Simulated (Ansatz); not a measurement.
Mulliken charges of `N#C[Si](Cl)(Cl)C#N` from PBE/def2-TZVPP in Ansatz (PBE0-D4/def2-TZVP geometry).

```csv
atom,x (Å),y (Å),z (Å),charge (e)
N1,-1.734,0.704,1.957,0.066
C2,-0.962,0.560,1.116,-0.252
Si3,0.269,0.347,-0.220,0.585
Cl4,-0.341,1.356,-1.845,-0.107
Cl5,2.066,0.959,0.437,-0.107
C6,0.352,-1.437,-0.617,-0.252
N7,0.411,-2.557,-0.874,0.066
```

Q: By hand: the dipole of these point charges (1 e Å = 4.8032 D).

A: Σ q r = (0.039, 0.054, -0.032) e Å, of length 0.074 e Å = 0.36 D.

Q: How does the dipole of the full density compare? (Best estimate.)

A: Ansatz gave: (0.316, 0.433, -0.259) e Å, 2.86 D; the point charges give 0.13 times that, at 0° from its direction.

Point charges leave out the atoms' own dipoles, such as those of lone pairs, and Mulliken's split depends on the basis, so the two needn't agree.
